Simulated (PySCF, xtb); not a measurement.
BH₂O₃, SMILES OB([O])O (connectivity only; charge and spin as stated), charge -1, multiplicity 1.

GFN2-xTB (xtb) at its own geometry gives an orbital gap of 7.72 eV.

Geometry: ωB97X-D3(BJ)/def2-SVPD. The spin state was assumed, not searched. The isomer is the one that the SMILES or the coordinates give; other isomers of the formula were not compared. The values are those of a single conformer.

Q: What does PySCF with ωB97X/def2-TZVPD give? (Estimate from the structure and the level; the computed values follow.)

A: gap 8.23 eV (levels -3.50 and 4.73 eV).
